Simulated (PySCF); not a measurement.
Gas-phase reaction: B₃O₃H₃ + 3 H → 3 BH + 3 OH

Method: PySCF energies plus ideal-gas RRHO corrections (1 bar). The comparison is the NASA 1993 polynomial table, which mixes measured and estimated data. After a fit of one offset per element over all species, the range-separated, M06-2X, PBE0/def2-QZVP and CCSD(T)/def2-TZVPP enthalpies, where run, lie to one side of the table for B₃O₃H₃ (+31 kJ/mol): a fault of the table's entry, another state or a shared error of the levels is possible; this was not checked at source. † marks an energy on the PBE0/def2-TZVP geometry and frequencies. MP2 freezes the core. Open shells (unrestricted): H (multiplicity 2), OH (multiplicity 2); the rest are closed-shell singlets. Spin-orbit splitting is ignored; it lowers the true energy and changes the entropy of OH. MP2 isn't extrapolated to the basis-set limit. The table's entry may be an old estimate for B₃O₃H₃, BH, OH (not checked at source).

MP2/def2-TZVPP† gives ΔH°(298 K) = 2103.4 kJ.

Task: What does ωB97X-V/def2-TZVP† give, and where does the table lie?

Result: ωB97X-V/def2-TZVP†: 1996.7 kJ. Table: 2009.5 kJ.
